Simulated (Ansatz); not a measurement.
The free Y atom, lowest solution found in each spin (singlets restricted, other states unrestricted); no spin–orbit coupling, and no relativity up to Kr.

Correlated levels freeze the inner cores; with def2 sets outer-core shells near the valence are correlated too. CBS: X⁻³ extrapolation of the correlation energy, Hartree–Fock from the larger set.

Codes used: Ansatz (a program for electronic structure). Each number belongs to the level named beside it. In def2 rows elements past Kr take small-core potentials, without spin–orbit coupling.

| level | energy of multiplicity 4 less that of multiplicity 2 (kJ/mol) |
|---|---|
| SVWN5/def2-TZVPP | 95.6 |
| PBE/def2-TZVPP | 81.3 |
| B3LYP/def2-TZVPP | 104.2 |
| PBE0/def2-SVP | 82.6 |
| BHLYP/def2-TZVPP | 112.1 |
| wB97M-V/def2-TZVPP | 129.6 |
| B2PLYP/def2-TZVPP | 123.7 |
| CCSD/def2-TZVPP | 138.8 |
| CCSD(T)/CBS(def2-TZVPP, def2-QZVPP) | [?] |

Fill in the missing entries.


- CCSD(T)/CBS(def2-TZVPP, def2-QZVPP), energy of multiplicity 4 less that of multiplicity 2 (kJ/mol): 132.4

Doubts at one or more of the structures used: a spin-contaminated determinant (PBE/def2-TZVPP).
